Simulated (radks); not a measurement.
Results of a calculation; reference values are marked as such.
Question: The mean radii <r> (bohr) of the occupied orbitals of an atom or ion are listed with their occupations. Code: a radial shooting solver on a logarithmic mesh with Libxc functionals. Model: scalar-relativistic Kohn-Sham, PBE, spin-polarised, spherical densities, finite nucleus; Fermi nuclear charge, rms radius of each element as measured or else 0.836 A^(1/3) + 0.57 fm.

| orbital | occ. | <r> |
|---|---|---|
| 1s down | 1 | 0.03517 |
| 1s up | 1 | 0.03517 |
| 2s up | 1 | 0.1537 |
| 2s down | 1 | 0.1537 |
| 2p up | 3 | 0.1340 |
| 2p down | 3 | 0.1339 |
| 3s up | 1 | 0.4289 |
| 3s down | 1 | 0.4289 |
| 3p up | 3 | 0.4306 |
| 3p down | 3 | 0.4306 |
| 3d up | 5 | 0.4153 |
| 3d down | 5 | 0.4152 |
| 4s up | 1 | 1.107 |
| 4s down | 1 | 1.100 |
| 4p up | 3 | 1.231 |
| 4p down | 3 | 1.223 |
| 4d up | 4 | 1.713 |

Name the element and its charge. Open shells, if any, are filled with parallel spins first.

Answer: Z = 42, molybdenum, charge +2: Mo2+ in [Kr] 4d4. The 1s radius gives Z: for a bare nucleus <r> = (2 gamma + 1)/(2Z) with gamma = sqrt(1 - (Z/c)^2), 0.03457 bohr for Z = 42, and screening makes it slightly larger (0.03517 here). The occupations add up to 40, and the charge is Z minus that.
